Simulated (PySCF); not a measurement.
Compound: C₆H₁₂FO (doublet state).
Z-matrix (Å and degrees, GFN2-xTB geometry), rows numbered from 1:
```
C 
C   1  1.4765
C   2  1.4732  1  121.66
F   3  1.3918  2  110.59  1   -39.05
C   3  1.5610  2  112.40  1    81.14
O   5  1.3945  3  114.20  2   154.86
C   6  1.4185  5  115.05  3    71.44
C   7  1.5198  6  108.28  5   171.66
H   1  1.0982  2  111.43  3   -90.43
H   1  1.0894  2  110.76  3   150.67
H   1  1.0882  2  110.59  3    29.36
H   2  1.0749  1  119.83  3   167.73
H   3  1.0981  2  111.75  1  -157.08
H   5  1.0920  3  108.43  2    37.33
H   5  1.0999  3  107.46  2   -80.98
H   7  1.1001  6  109.42  5    51.14
H   7  1.0979  6  110.50  5   -67.69
H   8  1.0864  7  109.85  6    59.78
H   8  1.0864  7  110.02  6   -59.59
H   8  1.0863  7  109.87  6  -180.00
```

The hyperfine couplings belong to this conformer and change with its torsions.

The species is `C[CH][C@@H](F)COCC` [radical].

Computed with PySCF 2.14.0, UKS B3LYP, pcH-1 on C F H O, non-relativistic, mean-field spin-orbit, GIAO. The structure is a single GFN2-xTB conformer in the gas phase; no vibrational or solvent corrections. Couplings are sensitive to structure, and on GFN2-xTB geometries they can be far from those on DFT ones. The SCF solution wasn't tested for stability.

Task: Break the g tensor into its mass correction, gauge correction and orbital-Zeeman/spin–orbit terms.

Result: 
```json
{"Δg (ppm)": "relativistic mass correction", "1": "-150", "2": "-150", "3": "-150"}
{"Δg (ppm)": "gauge correction", "1": "21", "2": "24", "3": "28"}
{"Δg (ppm)": "orbital Zeeman/spin–orbit", "1": "-74", "2": "301", "3": "853"}
{"Δg (ppm)": "total", "1": "-203", "2": "175", "3": "731"}
```

So g = 2.00212, 2.00249, 2.00305 and g_iso = 2.00255; the tensor is rhombic: the two nearest values differ by 40 % of g3 − g1. 

Task: What effective moment and Curie constant follow for a powder?

Result: With the mean of g² = 4.0102 and S(S+1) = 0.75: μ_eff = √(⟨g²⟩S(S+1)) = 1.734 μB and χT = 0.12505·⟨g²⟩·S(S+1) = 0.376 cm³ K/mol (cgs; spin-Hamiltonian part alone).

Task: At 9.703 GHz, how far is the centre of the isotropic spectrum from where a free electron (g = 2.002319) resonates?

Result: B = hν/(g μB) with μB/h = 13.99624 MHz/mT gives 346.23 mT for the free electron and 346.19 mT at g_iso, 0.04 mT lower.

Task: What are the electron Larmor frequencies g μB B/h along the three axes at 3350 mT?

Result: 93.8740, 93.8918, 93.9178 GHz for g1, g2 and g3, a range of 43.8 MHz.

Task: In a frozen sample, at which fields do the three g values resonate at 9.5, 34, 94 and 263 GHz (hyperfine left aside), and which band first spreads them over more than twice a line width of 1.0 mT?

Result: 
| band | GHz | B(g3) mT | B(g2) mT | B(g1) mT | spread mT |
| --- | --- | --- | --- | --- | --- |
| X | 9.5 | 338.86 | 338.95 | 339.02 | 0.16 |
| Q | 34.0 | 1212.76 | 1213.10 | 1213.33 | 0.57 |
| W | 94.0 | 3352.93 | 3353.86 | 3354.49 | 1.56 |
| J | 263.0 | 9381.07 | 9383.67 | 9385.45 | 4.38 |

The spread grows in proportion to the frequency. J band is the first where it exceeds 2.0 mT.

Largest spin populations (Mulliken): C2 (+1.01), C1 (-0.08), H9 (+0.06) and C3 (-0.06). No atom but C2 exceeds +0.15. The positive populations add up to 1.19 and the negative ones to -0.19, together 2S = 1. The angles at C2 add up to 358.9°, so it is planar; its axial dipolar tensor and the negative coupling of its proton fit spin in a p orbital normal to that plane.

The HOMO–LUMO gaps are 6.75 eV among the α and 5.40 eV among the β orbitals.

Hardware: one thread, Arm Neoverse V1 (aarch64), no GPU (shared host). Cost: 98 s of wall time (with the writing of density and orbital grids), 0.97 GiB resident at most.
